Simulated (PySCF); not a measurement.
A structure optimised at PBE-D3(BJ)/def2-SVP, used in a PySCF frequency run:

```
Ga
F 1 1.7693
O 1 1.7967 2 109.66
C 3 1.4107 1 123.67 2 180.00
H 4 1.1140 3 110.35 1 120.81
H 4 1.1140 5 107.28 3 -120.25
H 4 1.1173 5 107.14 6 -114.77
C 1 1.9578 2 121.38 3 180.00
H 8 1.1060 1 111.30 2 180.00
H 8 1.1073 9 109.48 1 -120.64
H 8 1.1073 9 109.48 10 -118.73
```

Write its SMILES, formula and point group.

C[O][Ga]([CH3])[F], C2H6FGaO, Cs

What are its rotational constants (standard atomic weights)?

4.9309, 2.5670, 1.7256 GHz
